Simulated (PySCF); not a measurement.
C4H12Ge.
SMILES: `[Ge]([CH3])([CH3])([CH3])[CH3]`

The calculation used PBE0-D3(BJ)/def2-SVP geometry optimisation, gas phase in PySCF.

Masses are those of the commonest isotopes; rigid-rotor values at the optimised geometry. 

(1) What are A, B and C (MHz)?

(2) Classify the top.

Results:

(1) Ia = 175.41, Ib = 175.54, Ic = 175.64 u·Å²; 505379 MHz·u·Å²/I gives A = 2881, B = 2879, C = 2877 MHz.

(2) A spherical top, as the point group Td requires three equal moments; the computed ones differ by 0.13 % because the geometry is symmetric only within the optimiser's tolerance.

The point group Td allows no dipole (computed: 0.00 D), so a rigid rotor has no electric-dipole lines.

Estimate the classical rotational partition function at 25 K, 100 K and 500 K.

Point group Td, symmetry number σ = 12; q = (√π/σ)·√((kT/h)³/(ABC)), k/h = 20836.6 MHz/K: 359 at 25 K, 2880 at 100 K, 32200 at 500 K.

Not checked by PBE0-D3(BJ)/def2-SVP frequencies. Zero-point vibration and centrifugal distortion are left out.

Hardware: one thread, Intel Xeon 6975P-C (x86_64), on a shared host. Cost: 80 s wall, 0.61 GiB resident at most. That covers the optimisation of the geometry.
